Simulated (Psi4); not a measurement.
Method: SAPT0/jun-cc-pVDZ, frozen core (Psi4 1.11).

Psi4 input:

```
molecule {
0 1
H 0.37192003 0.00000000 0.00000000
H -0.37192003 -0.00000000 -0.00000000
--
0 1
Cl -2.86547765 -1.12859647 -1.46119859
H -2.64116479 -0.91165670 -2.70464539
units angstrom
symmetry c1
no_reorient
no_com
}
set basis jun-cc-pvdz
set scf_type df
set freeze_core true
energy('sapt0')
```

Part of the output:

```
    SAPT Results
  --------------------------------------------------------------------------------------------------------
    Electrostatics                 -0.55915476 [mEh]      -0.35087491 [kcal/mol]      -1.46806063 [kJ/mol]
      Elst10,r                     -0.55915476 [mEh]      -0.35087491 [kcal/mol]      -1.46806063 [kJ/mol]

    Exchange                        1.29082461 [mEh]       0.81000467 [kcal/mol]       3.38905954 [kJ/mol]
      Exch10                        1.29082461 [mEh]       0.81000467 [kcal/mol]       3.38905954 [kJ/mol]
      Exch10(S^2)                   1.28894107 [mEh]       0.80882274 [kcal/mol]       3.38411433 [kJ/mol]

    Induction                      -0.15082817 [mEh]      -0.09464611 [kcal/mol]      -0.39599931 [kJ/mol]
      Ind20,r                      -0.23518462 [mEh]      -0.14758058 [kcal/mol]      -0.61747714 [kJ/mol]
      Exch-Ind20,r                  0.18489139 [mEh]       0.11602110 [kcal/mol]       0.48543227 [kJ/mol]
      delta HF,r (2)               -0.10053493 [mEh]      -0.06308662 [kcal/mol]      -0.26395444 [kJ/mol]

    Dispersion                     -0.38884357 [mEh]      -0.24400302 [kcal/mol]      -1.02090865 [kJ/mol]
      Disp20                       -0.42791638 [mEh]      -0.26852158 [kcal/mol]      -1.12349429 [kJ/mol]
      Exch-Disp20                   0.03907281 [mEh]       0.02451856 [kcal/mol]       0.10258564 [kJ/mol]
      Disp20 (SS)                  -0.21395819 [mEh]      -0.13426079 [kcal/mol]      -0.56174715 [kJ/mol]
      Disp20 (OS)                  -0.21395819 [mEh]      -0.13426079 [kcal/mol]      -0.56174715 [kJ/mol]
      Exch-Disp20 (SS)              0.01684509 [mEh]       0.01057045 [kcal/mol]       0.04422677 [kJ/mol]
      Exch-Disp20 (OS)              0.02222772 [mEh]       0.01394810 [kcal/mol]       0.05835887 [kJ/mol]

  Total HF                          0.58084167 [mEh]       0.36448365 [kcal/mol]       1.52499960 [kJ/mol]
  Total SAPT0                       0.19199810 [mEh]       0.12048063 [kcal/mol]       0.50409094 [kJ/mol]
```
